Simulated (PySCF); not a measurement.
**Name the molecule from its bond curve**

A diatomic of charge -1 contains Br. Its triplet curve at M06 in a triple-zeta basis (no relativity, PySCF), in eV from the separated fragments:

```json
{"R (Å)": "1.754", "E (eV)": "-1.233"}
{"R (Å)": "1.835", "E (eV)": "-1.489"}
{"R (Å)": "1.917", "E (eV)": "-1.621"}
{"R (Å)": "1.978", "E (eV)": "-1.664"}
{"R (Å)": "2.039", "E (eV)": "-1.674"}
{"R (Å)": "2.100", "E (eV)": "-1.659"}
{"R (Å)": "2.182", "E (eV)": "-1.612"}
{"R (Å)": "2.284", "E (eV)": "-1.528"}
{"R (Å)": "2.406", "E (eV)": "-1.410"}
{"R (Å)": "2.569", "E (eV)": "-1.248"}
```

The fit gives ωe = 423 cm⁻¹ and the rotational constant Bₑ = 0.3931 cm⁻¹.

Question: Which atom is the partner?

Answer: The minimum lies at 2.029 Å, so the reduced mass is 16.8576 u Å² cm⁻¹/(Bₑ·Re²) = 10.42 u. With Br at 78.92 u the partner weighs about 12.0 u: C. The molecule is CBr⁻.

Spin–orbit coupling is left out. The highest Kohn–Sham level is positive in this anion. Much of that is self-interaction error, but it also means that the finite basis helps to hold the extra electron. The state was picked by a PBE0 search and need not be the measured ground state.
